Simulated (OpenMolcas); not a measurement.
**Lines of Cu III: computed and rescaled rates**

```yaml
Program: OpenMolcas
Method: CASSCF
Basis: ANO-RCC-VQZP [7s6p4d3f2g1h]
Scalar_Hamiltonian: DKH2, point nucleus
Active_space: 9 electrons in 6 orbitals (3d 4s)
State_averaging: 2S+1 = 2 even, 29 roots; 2S+1 = 4 even, 10 roots kept (CI in the orbitals of an earlier block)
Spin-orbit_coupling: state interaction with AMFI integrals over the reference wave functions, term energies averaged over their components
```

Rates come from the transition moments of the reference wave functions (E1 and E2 in the length form). At fixed line strength A goes as λ^-3 for E1 and M1 and as λ^-5 for E2, so a rate at the computed wavelength can be rescaled to the measured one. Measured vacuum wavelengths follow from level energies in Sugar and Musgrove, J. Phys. Chem. Ref. Data 19, 527 (1990). Branching counts decays inside the model space alone, at computed energies, and the table is only a selection of the E2 and M1 lines, drawn from those between levels with measured partners whose computed energy lies within a factor of 1.5 of the measured one.

```csv
Upper,Lower,Type,λ computed (nm),λ measured (nm),A computed (s-1),A rescaled (s-1),Branching %
3d8 4s 2P 1/2,3d9 2D 3/2,E2,162.2,119,5.65e+01,2.66e+02,55.4
3d8 4s 2P 1/2,3d9 2D 5/2,E2,156.6,116.1,4.49e+01,2.00e+02,44.1
3d8 4s 2G 9/2,3d9 2D 5/2,E2,152.7,112.3,4.26e+01,1.98e+02,97.2
3d8 4s 2G 7/2,3d9 2D 3/2,E2,158,115,3.35e+01,1.64e+02,89.0
3d8 4s 2D 3/2,3d9 2D 5/2,E2,181.7,126.9,9.67e+00,5.82e+01,54.9
3d8 4s 2D 5/2 [69 %],3d9 2D 5/2,E2,183.3,128.3,7.88e+00,4.69e+01,63.2
3d8 4s 2D 3/2,3d9 2D 3/2,E2,189.3,130.4,6.09e+00,3.93e+01,34.5
3d8 4s 4P 5/2 [70 %],3d9 2D 5/2,E2,174.4,124.1,4.56e+00,,63.5
3d8 4s 2D 5/2 [69 %],3d9 2D 3/2,E2,191,131.8,3.21e+00,2.05e+01,25.7
3d8 4s 2G 7/2,3d9 2D 5/2,E2,152.7,112.3,3.03e+00,1.41e+01,8.1
3d8 4s 4P 5/2 [70 %],3d9 2D 3/2,E2,181.4,127.4,1.66e+00,,23.1
3d8 4s 2D 3/2,3d8 4s 4F 5/2,M1,524.5,639.7,1.15e+00,,6.5
3d8 4s 4P 3/2,3d9 2D 3/2,E2,181.3,127.8,8.32e-01,,48.9
3d8 4s 2D 5/2 [69 %],3d8 4s 4F 7/2,M1,509.7,628.8,6.31e-01,,5.1
3d8 4s 4P 3/2,3d9 2D 5/2,E2,174.3,124.5,3.89e-01,,22.8
3d9 2D 3/2,3d9 2D 5/2,M1,4531,4827,1.75e-01,1.45e-01,100.0
3d8 4s 4P 3/2,3d8 4s 4F 7/2,E2,446,548.2,1.22e-01,4.35e-02,7.2
3d8 4s 4P 1/2,3d8 4s 4F 3/2,E2,477.6,604.7,1.11e-01,3.41e-02,34.4
3d8 4s 4P 3/2,3d8 4s 4F 5/2,M1,467.8,582.9,1.08e-01,,6.4
3d8 4s 4P 1/2,3d8 4s 4F 5/2,E2,461.4,578.9,8.92e-02,2.87e-02,27.6
3d8 4s 4F 5/2,3d8 4s 4F 7/2,M1,9572,9228,6.51e-02,7.27e-02,60.0
3d8 4s 4F 7/2,3d8 4s 4F 9/2,M1,8103,7937,6.24e-02,6.64e-02,37.5
3d8 4s 4P 1/2,3d9 2D 3/2,E2,180.4,127.6,3.77e-02,,11.7
3d8 4s 4P 1/2,3d9 2D 5/2,E2,173.4,124.3,3.01e-02,,9.3
3d8 4s 4F 3/2,3d8 4s 4F 5/2,M1,13610,13550,2.55e-02,2.58e-02,70.7
```

Spin-changing lines and M1 lines between different terms are not rescaled, since their strength hangs on the term gaps too.

The largest correction is for 3d8 4s 2D 3/2 → 3d9 2D 3/2 (E2): 6.09e+00 × (189.3 / 130.4)^5 = 3.93e+01 s-1, a factor of 6.45.

The computed rate and branching of 3d9 2D 3/2 → 3d9 2D 5/2 give the upper level a radiative lifetime of 1.000 / 1.75e-01 s-1 = 5.71e+00 s, counting decays inside the model space alone. The rescaled rate gives about 6.9e+00 s.

The computed order of these levels differs from the measured one in 1 place, and where term gaps are wrong the rates of spin-changing lines can be off by large factors.

These are rates of the free ion; in crystals, glasses and complexes forced electric-dipole and non-radiative decay shorten such lifetimes by orders of magnitude. No measured rate stands beside these. Rescaling mends the energy factor alone: line strengths can still be far off where a level mixes with configurations outside the active space, and weak or spin-changing lines hang on small mixing coefficients that depend on the term gaps too, so rescaling need not improve them.

Without dynamic correlation excited terms often stand tens of per cent too high (terms of higher spin than the ground term too low), and those without a measured partner can miss by more than the paired ones. Some levels mix across a computed gap that differs much from the measured one, so their mixing is not that of the real levels. Terms from blocks run as CI alone lack orbitals of their own. A single d shell beside an s shell can misplace configurations of different d count against each other. Computed and measured levels are paired by configuration, term and J; levels that our copy of the source lacks, or whose pairing is in doubt (as where it misses far off the trend of its configuration), stay unpaired. Only configurations of the active space appear.

A share in square brackets marks a mixed level and gives the weight of the term that names it.
